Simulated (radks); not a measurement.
Charge is removed step by step from the 2p (averaged over the sub-levels emptied) level of the iodine ion I+, starting from [Kr] 4d10 5s2 5p4. All-electron calculation, Dirac Kohn-Sham, PBE, spin-unpolarised, spherical densities, finite nucleus; open shells are shared between the two j in proportion to 2j + 1; Fermi nuclear charge, rms radius 4.75 fm. Program: a radial shooting solver on a logarithmic mesh with Libxc functionals.

removed (e),E - E(0) (eV),eigenvalue (eV),E minus straight line (eV)
0,0.000,-4586.7,0.000
0.25,1151.5,-4625.0,-14.484
0.5,2312.5,-4663.6,-19.352
0.75,3483.3,-4702.4,-14.544
1,4663.8,-4741.5,0.000

Removing the whole electron costs 4663.8 eV by Delta-SCF, against 4586.7 eV from minus the eigenvalue at the starting occupation. Slater's transition state (half an electron removed) gives 4663.6 eV. Integrating minus the eigenvalue over the occupation (Janak's theorem) gives 4663.8 eV. The mean slope of the eigenvalue, de/dn, is 155 eV per electron.
